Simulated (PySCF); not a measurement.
A survey of 19F NMR shifts

[PySCF: GFN2-xTB structure; NMR shieldings at PBE0/pcSseg-1/GIAO; non-relativistic Hamiltonian; one computed conformer; gas phase; rapidly exchanging positions averaged]

Shieldings were converted by a linear fit to measured shifts: 19F (scatter 6.0 ppm rms, 7.0 ppm with the 5 outliers that the fit left out vs CFCl3, solution or neat liquid, with a term for F on sp3 carbon). Occasional misses reach two or three times the rms, and more in compound classes unlike the fitted ones.

Q: Give the 19F shifts of `FCC1(F)CC1`, `O=C1CO[C@H](F)C1=O`.

A: 
```tsv
compound	environment	δ (ppm)
[F:1][CH2:2][C:3]1([F:4])[CH2:5][CH2:6]1	F4: fluorine on an sp3 carbon	-200.5
[F:1][CH2:2][C:3]1([F:4])[CH2:5][CH2:6]1	F1: fluorine on an sp3 carbon	-234.0
O=C1CO[C@H](F)C1=O	fluorine on an sp3 carbon	-126.7
```

Q: Match the shifts -44.2, -119.0, -261.0 ppm to `Fc1nnco1`, `N#C[C@@H]1CC[C@H]1SC(F)(F)F`, `CC[Si@@H](CF)S[SiH3]`.

A: -44.2: N#C[C@@H]1CC[C@H]1SC(F)(F)F (fluorine of an SCF3 group); -119.0: Fc1nnco1 (aryl fluorine); -261.0: CC[Si@@H](CF)S[SiH3] (fluorine on an sp3 carbon).
